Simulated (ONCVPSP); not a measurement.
Before and after: ONCV potential for phosphorus

phosphorus, optimised norm-conserving Vanderbilt (ONCV), made with ONCVPSP 4.0.1 (PBE, scalar-relativistic). Core [Ne], reference 3s2 3p2.75 (charge +0.25). Waves: 3s: rc 1.45 bohr, ncon 3, nbas 6, qcut 4.6 1/bohr, 2 projectors, debl 3.9 Ha; 3p: rc 1.75 bohr, ncon 4, nbas 8, qcut 3.7 1/bohr, 2 projectors, debl 3.6 Ha; d scattering state at 0.41 Ha: rc 1.55 bohr, ncon 4, nbas 7, qcut 6.5 1/bohr, 2 projectors, debl 1.1 Ha. Local part: polynomial inside 1.20 bohr (lpopt 5, dvloc0 6 Ha). Core correction: none.

All-electron outer shells of the reference configuration (PBE, scalar-relativistic, ld1.x):

```csv
shell,level (eV),outermost node (bohr),outermost maximum (bohr)
2s,-176.41,0.14,0.42
2p,-126.92,–,0.36
3s,-16.14,0.65,1.58
3p,-7.53,0.64,1.81
```

Change: s: qcut 6.

Cutoffs: the cutoffs (Ha) at which the residual kinetic energy of the hardest occupied pseudo-wave falls to 1 and 0.1 mHa per electron; they do not see the model core or the augmentation charge, which bear on the density cutoff. Errors are all-electron minus pseudo energies relative to the spin-unpolarised reference configuration.

Problem. What does the change do?

Solution. The potential gets neither clearly harder nor softer (9.9 Ha and 23 Ha → 11 Ha and 19 Ha); of the 4 tests that both files solve, the error grows in 0 and shrinks in 1 by more than 15 % and 0.3 meV (median size 0.7 → 0.5 meV); neither file shows a bound ghost.

```tsv
quantity	base	changed
cutoff, loose	9.9 Ha	11 Ha
cutoff, tight	23 Ha	19 Ha
loose cutoff by channel	s 9.9 Ha, p 4.4 Ha	s 11 Ha, p 4.4 Ha
bound ghosts	none	none
GHOST(+) flags under 300 eV	none	none
error for 3s2 3p3, meV [ΔE -1.63 eV]	+0.1	+0.1
error for 3s2 3p2, meV [ΔE 8.10 eV]	-0.6	-0.6
error for 3s2 3p1, meV [ΔE 27.25 eV]	+0.7	+0.3
error for 3s2 3p0, meV [ΔE 56.99 eV]	+20	+18
s: phases at 1.47 bohr within 0.05 rad from the reference energy up to (Ha; the scan ends near 5)	to the end of the scan	to the end of the scan
p: phases at 1.77 bohr within 0.05 rad from the reference energy up to (Ha; the scan ends near 5)	to the end of the scan	to the end of the scan
d: phases at 1.57 bohr within 0.05 rad from the reference energy up to (Ha; the scan ends near 5)	to the end of the scan	to the end of the scan
```
